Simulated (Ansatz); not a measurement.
Molecule: CH4BO2 (charge 0, doublet). It need not be the lowest isomer of its formula. 
Structure (B3LYP-D3(BJ)/def2-TZVP (Ansatz, a quantum-chemistry and plane-wave program) minimum search):
```
O
B 1 1.3392
O 2 1.3546 1 121.01
H 3 0.9606 2 113.48 1 180.00
C 1 1.4242 2 123.67 3 -180.00
H 5 1.0900 1 108.60 2 -120.71
H 5 1.0900 6 109.15 1 118.24
H 5 1.0910 6 109.58 7 120.01
```
Charge 0, spin multiplicity 2.

Basis-set convergence of Hartree-Fock and MP2 correlation energies (hartree) with Ansatz. Cores are frozen in the correlated levels unless marked. UHF or UKS for open shells. No spin-orbit coupling. No relativistic terms.

```
basis       functions       E(HF)  E(corr, MP2)
----------  ---------  ----------  ------------
def2-SVP           76  -214.47479      -0.57298
def2-TZVPP        180  -214.73412      -0.72131
def2-QZVPP        348  -214.74477      -0.77641
```

Extrapolating the two largest sets (X = 3 and 4) as X^-3: E(corr) = (64·(-0.77641) - 27·(-0.72131))/37 = -0.8166 Eh, an estimate of the basis-set limit. The largest set recovers 95.1 % of it, the smallest 70.2 %.
